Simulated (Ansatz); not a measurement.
`[SiH3]C1=CC1(S)S` → 3 C• + 6 H• + 2 S• + Si•  (atomization)

Gas-phase electronic energies from Ansatz, PBE0-D4/def2-TZVP geometries. CBS: MP2 limit from def2 TZ/QZ plus the TZ coupled-cluster correction, frozen cores. This one scheme is used for every species, atoms too. Functionals use def2-TZVPP. No spin–orbit coupling; open shells (•) take unrestricted orbitals. Spin–orbit coupling would lower the free atoms: a little for C, S, Si. One conformer a species, not always the lowest.

```tsv
level	ΔE (kcal/mol)
PBE-D4	1047.1
ωB97X-V	1024.8
PBE0	1019.7
HF/CBS(def2)	716.6
```

(1) What does CCSD(T)/CBS give? (Best estimate.)

Largest T1 diagnostic among the species: 0.012.

## Answers

(1) The calculation gave: +1016.8 kcal/mol. The listed levels differ from it by 30.3, 8.0, 2.9, -300.2 kcal/mol.

From PBE to PBE0 (25 % exact exchange), in def2-TZVPP and without D4, ΔE moves by −18.4 kcal/mol: exact exchange takes away binding that semilocal exchange gives to molecules. In def2-TZVPP, CCSD(T) changes the Hartree–Fock value by +270.7 kcal/mol (the triples alone add +20.7 kcal/mol) and MP2 by +292.5 kcal/mol; breaking electron pairs costs correlation energy, which Hartree–Fock lacks.

For atomizations the MP2-based limit and the directly extrapolated one differ by several kJ/mol either way, and by 10 to 25 for some Ge, Se and Sn compounds, so smaller differences from it don't rank the levels.
